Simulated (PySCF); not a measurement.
Computed shifts of a molecule C2H4ClFOSi, PySCF with PBE0/pcSseg-1, GIAO, gas phase, atoms alike by connectivity averaged where their shifts nearly agree, in ppm (number of nuclei): ¹³C: 239.8 (1), -0.5 (1). ²⁹Si: -4.3 (1). ¹⁹F: -161.3 (1). ¹H: 11.67 (1), 0.84 (3). References: ¹³C against TMS (σ = 186.3 ppm); ²⁹Si against TMS (σ = 352.7 ppm); ¹⁹F against CFCl3 (σ = 167.2 ppm); ³⁵Cl against HCl (σ = 945.9 ppm); ¹⁷O against H2O (σ = 334.2 ppm); ¹H against TMS (σ = 31.56 ppm), references at their B3LYP-D3(BJ)/def2-TZVP geometries, non-relativistic (without spin–orbit terms, shifts of atoms bonded to Cl or Br come out too high). Geometry: ωB97X-D3(BJ)/def2-SVP. One conformer was computed; it need not be the lowest.

Question: Pick the molecule that these values belong to.
A. O[Si@@H](F)/C=C\Cl
B. C[Si@@](F)(Cl)C=O
C. CC(=O)[Si@@H](F)Cl
D. C=CO[Si@H](F)Cl

Answer: B, C[Si@@](F)(Cl)C=O
